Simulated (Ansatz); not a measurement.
Born–Oppenheimer molecular dynamics of ClGaH4 (6 atoms, charge 0, multiplicity 1). It starts at the highest image of a converged band, a first-order saddle point between two minima.

These are results of Ansatz, RKS PBE0-D4/def2-SVP, not measurements.

```yaml
ensemble: NVE (velocity Verlet)
time_step: 0.5 fs
steps_asked: 200
starting_velocities_drawn_for: 100 K
seed: 6560
```

First frame:

```xyz
6
Properties=species:S:1:pos:R:3
Ga 0.009 -0.097 -0.002
H 0.017 0.061 1.677
H 1.423 0.136 -0.603
H -1.423 0.062 -0.583
Cl 0.077 -2.437 0.974
H 0.047 -1.117 1.647
```

Problem. What does the run give?

Solution. All steps were run.

```yaml
steps_done: 200
time_covered: 100 fs
mean_temperature_over_the_second_half: 280 K
spread_of_the_potential_energy_over_the_second_half: 4.8 meV per atom
mean_potential_energy_of_the_second_half_above_the_start: -15.5 meV per atom
```

The conserved energy stayed within 0.037 meV per atom of its start (net change 0.0038 meV per atom), so the integration is sound. The kinetic energy rose, since the run started high on the potential surface and went downhill. It ends in pieces (ClH + GaH3), so much of that is their flight and rotation, not heat. A run of 0.1 ps of so small a system gives no equilibrium averages. The orbitals stay closed-shell, which can raise the energy where a bond breaks towards radicals; this wasn't checked here.

Problem. What happens to the structure?

Solution. Between its relaxed ends the band would form H2–H6 and break Ga1–H2, Cl5–H6. These pairs go: H2–H6 1.18 → 3.74 Å, Ga1–H2 1.69 → 1.58 Å, Cl5–H6 1.48 → 1.30 Å. In the last frame they stand as before the step (other bonds may differ from the relaxed reactants and products). Also parted: Ga1–Cl5 2.54 → 3.07 Å. It ends as ClH + GaH3. Pairs count as bonded within 1.25 times the sum of covalent radii (0.12 Å more for H–H). This is one draw of velocities; another would differ in detail.

Problem. How do temperature and energy run in time?

Solution. 
| time (fs) | T (K) | potential energy less start (eV) | conserved less start (meV/atom) |
| --- | --- | --- | --- |
| 0 | 100 | 0.000 | 0.00 |
| 5 | 55 | 0.023 | 0.03 |
| 10 | 68 | 0.017 | 0.01 |
| 15 | 80 | 0.010 | 0.01 |
| 20 | 109 | -0.005 | 0.03 |
| 25 | 192 | -0.048 | 0.00 |
| 30 | 206 | -0.054 | 0.02 |
| 35 | 266 | -0.086 | 0.02 |
| 40 | 365 | -0.137 | 0.01 |
| 45 | 399 | -0.154 | 0.03 |
| 50 | 446 | -0.179 | 0.00 |
| 55 | 356 | -0.132 | 0.02 |
| 60 | 322 | -0.115 | 0.00 |
| 65 | 282 | -0.094 | 0.00 |
| 70 | 237 | -0.071 | 0.02 |
| 75 | 235 | -0.070 | 0.00 |
| 80 | 198 | -0.051 | 0.03 |
| 85 | 253 | -0.079 | 0.01 |
| 90 | 267 | -0.086 | 0.02 |
| 95 | 277 | -0.091 | 0.02 |
| 100 | 288 | -0.097 | 0.00 |

Run time: 6 min on 1 thread of Arm Neoverse V2 (shared host), peak memory 0.14 GiB.
